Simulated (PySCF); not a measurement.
PySCF 2.14 output of an unrestricted PBE calculation on a single atom or ion in aug-cc-pVTZ-PP with one added diffuse shell each of s, d, f type with ECP10MDF (7s5p5d3f, 68 functions), with a scalar-relativistic core potential:

```
SCF conv_tol = 1e-09
number electrons alpha = 14  beta = 10
    J. P. Perdew, K. Burke, and M. Ernzerhof.,  Phys. Rev. Lett. 77, 3865 (1996)
    J. P. Perdew, K. Burke, and M. Ernzerhof.,  Phys. Rev. Lett. 78, 1396 (1997)
    J. P. Perdew, K. Burke, and M. Ernzerhof.,  Phys. Rev. Lett. 77, 3865 (1996)
    J. P. Perdew, K. Burke, and M. Ernzerhof.,  Phys. Rev. Lett. 78, 1396 (1997)
cycle= 1 E= -461.519461699053  delta_E= -0.00859  |g|= 0.0711  |ddm|= 0.57
cycle= 2 E= -461.519863497263  delta_E= -0.000402  |g|= 0.0374  |ddm|= 0.0921
cycle= 3 E= -461.520030684507  delta_E= -0.000167  |g|= 0.00177  |ddm|= 0.0385
cycle= 4 E= -461.520031563987  delta_E= -8.79e-07  |g|= 2.08e-05  |ddm|= 0.00573
cycle= 5 E= -461.520031564234  delta_E= -2.47e-10  |g|= 5.53e-07  |ddm|= 0.000174
converged SCF energy = -461.520031564234  <S^2> = 6.0002821  2S+1 = 5.0001128
```

The run itself started from symmetry-adapted Hartree-Fock orbitals and held the occupation by maximum overlap, on a logarithmic radial grid, so the iterations belong to that start.

Q: Which element, charge and spin multiplicity is this?

A: Kr²⁺ (krypton, charge +2), multiplicity 5; the state was [Ar] 3d10 4s2 4p3 5s1, high-spin 5S determinant (an excited configuration).

Energies and moments cover only the electrons outside the core potential. The outer electron is Rydberg-like, and this basis confines it to a smaller radius and binds it less than a complete one would.
